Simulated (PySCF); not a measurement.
C2H5NOSi, SMILES C(#N)C[SiH2]O. Geometry optimised at PBE-D3(BJ)/def2-SVP. The structure was generated by enumeration, and PubChem lists no compound with its InChIKey, so it may never have been made. The values are those of a single conformer.

Computed equilibrium geometry at PBE-D3(BJ)/def2-SVP (PySCF confirms it by a frequency run) as a Z-matrix, and its point group (one conformer of several):
point group Cs.
```
Si
O 1 1.6798
H 2 0.9723 1 116.55
H 1 1.5040 2 112.76 3 62.37
H 1 1.5040 4 109.57 2 126.46
C 1 1.9061 4 109.18 5 119.52
H 6 1.1107 1 108.53 4 178.21
H 6 1.1107 7 107.20 1 117.03
C 6 1.4519 7 110.37 8 120.24
N 9 1.1726 7 151.72 6 -175.31
```
Charge 0, spin multiplicity 1.
